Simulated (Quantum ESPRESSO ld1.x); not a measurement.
Species: Ge3+. Configuration: [Ar] 3d10 4s1. Calculated with ld1.x of Quantum ESPRESSO 7.5: non-relativistic Kohn-Sham, LDA (Slater exchange, Perdew-Zunger correlation), spin-polarised, spherical densities, point nucleus; open shells are filled with parallel spins first.

Unscreened Slater integrals over Kohn-Sham orbitals (hartree). They are taken over the spin-up orbitals.

integral      value
F0(4s,4s)   0.48317
F0(4s,3d)   0.60932
G2(4s,3d)  0.062080
F0(4s,3p)   0.61626
G1(4s,3p)  0.042508
F0(4s,3s)   0.61759
G0(4s,3s)  0.031284
F0(3d,3d)    1.2768
F2(3d,3d)   0.59605
F4(3d,3d)   0.37183
F0(3d,3p)    1.3240
F2(3d,3p)   0.62766
G1(3d,3p)   0.76822
G3(3d,3p)   0.46994
F0(3d,3s)    1.3376
G2(3d,3s)   0.58023
F0(3p,3p)    1.3859
F2(3p,3p)   0.69223
F0(3p,3s)    1.3999
G1(3p,3s)   0.92433
F0(3s,3s)    1.4157
